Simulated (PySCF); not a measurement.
**C3H8NOSi: g tensor and hyperfine couplings**

C3H8NOSi (doublet state).
Z-matrix (Å and degrees, GFN2-xTB geometry), rows numbered from 1:
```
C 
C   1  1.5268
C   2  1.5164  1  110.90
O   3  1.2384  2  122.13  1   102.73
Si  3  1.8459  2  119.38  1   -72.62
N   5  1.7119  3  115.56  2  -171.50
H   1  1.0891  2  110.50  3    60.45
H   1  1.0878  2  110.48  3  -179.30
H   1  1.0875  2  110.17  3   -59.40
H   2  1.0916  1  109.71  3   119.34
H   2  1.0925  1  109.61  3  -121.08
H   5  1.4490  3  128.34  2   -17.26
H   6  1.0090  5  117.15  3    -8.98
H   6  1.0070  5  121.70  3  -151.53
```

The hyperfine couplings belong to this conformer and change with its torsions.

As a line formula: `CCC(=O)[SiH]N` [radical].

Method used: PySCF, UKS B3LYP, pcH-1 on C H N O Si, non-relativistic, mean-field spin-orbit, GIAO. One conformer (not necessarily the lowest) at the GFN2-xTB geometry, without solvent, vibrations or thermal averaging. A GFN2-xTB geometry isn't a minimum of the functional, and hyperfine couplings can be far from their values at a DFT geometry, by a factor of two or more for some ions and for spin on atoms past the first row. No stability test was run, so a lower SCF solution isn't excluded.

```
g1, g2, g3                      : 2.00209, 2.00296, 2.00476
g_iso                           : 2.00327
Form of g                       : rhombic: the two nearest values differ by 33 % of g3 − g1
⟨S²⟩                            : 0.7572 (exact 0.7500)
α and β electrons               : 28, 27
HOMO–LUMO gap, α and β orbitals : 3.93, 4.10 eV
Total energy                    : -538.60541 Eh
Basis functions                 : 240
```

Isotropic coupling and dipolar principal values T1 to T3, in G (MHz turned into gauss with g_iso; 10 G = 1 mT):

```tsv
atom	isotope	a_iso	of which spin–orbit	T1	T2	T3	Mulliken spin population
C1	13C	7.8	0.0	-0.4	-0.4	0.8	0.01
C2	13C	-1.6	0.0	-0.3	-0.1	0.4	-0.01
C3	13C	-5.0	0.0	-3.6	-0.4	4.0	0.04
O4	17O	-5.6	0.0	-24.9	11.7	13.2	0.20
Si5	29Si	-49.7	0.3	-47.8	23.6	24.2	0.69
N6	14N	2.3	0.0	-2.5	-2.4	5.0	0.10
H7	1H	1.5	0.0	-1.3	0.0	1.4	0.00
H8	1H	3.3	0.0	-0.4	-0.3	0.7	0.01
H9	1H	-0.2	0.0	-0.6	-0.4	1.0	0.00
H10	1H	-1.1	0.0	-0.5	-0.4	0.9	0.00
H11	1H	2.6	0.0	-0.7	-0.6	1.3	0.00
H12	1H	-3.0	0.0	-3.3	0.8	2.5	-0.02
H13	1H	-3.2	0.0	-2.6	-1.0	3.6	0.00
H14	1H	2.1	0.0	-3.0	-1.5	4.5	0.00
```

The largest Mulliken spin populations are on Si5 (+0.69), O4 (+0.20) and N6 (+0.10). The angles at Si5 add up to 355.6°, so it is nearly planar.

Axes: g2 points within 9° of the C3–O4 bond.

Under fast tumbling the dipolar parts average out, and these isotropic splittings remain: 1 × 1H (H13, I = 1/2, 2 lines) with 0.32 mT, 1 × 1H (H12, I = 1/2, 2 lines) with 0.30 mT, 1 × 14N (N6, I = 1, 3 lines) with 0.23 mT, 1 × 1H (H14, I = 1/2, 2 lines) with 0.21 mT, 3 × 1H (H7/H8/H9, I = 1/2, 4 lines) with 0.15 mT and 2 × 1H (H10/H11, I = 1/2, 3 lines) with 0.08 mT.

Nuclei that the bonding pattern makes equivalent are averaged, as if the motion that swaps them (rotation, inversion, ring flip) were fast. H13 and H14 aren't averaged: N6 is flat or nearly so (angle sum 350°), and its turn about the short N6–Si5 bond (1.71 Å) is taken as slow. The three 1H nuclei of mean +4.3 MHz run from -0.5 to 9.1 MHz in the frozen geometry. The 1H value of +2.1 MHz is a mean of couplings from -3.1 to 7.4 MHz in this one geometry, not an average over conformers.

The 17O coupling of O4 (-15.6 MHz) shows only in satellite lines or after enrichment, since that isotope makes up about 0.038 % of natural oxygen.

The 29Si coupling of Si5 (-139.5 MHz) shows only in satellite lines or after enrichment, since that isotope makes up about 4.7 % of natural silicon.

Examples of negative spin density at the nucleus (bohr⁻³): C3 (-0.0125), C2 (-0.0039) and H13 (-0.0020).

On an Intel Xeon at 2.50 GHz with one thread, shared host with 64 logical CPUs at a one-minute load of 56, this took 2.4 min of wall time (with the writing of density and orbital grids) and 0.85 GiB of memory at its peak.
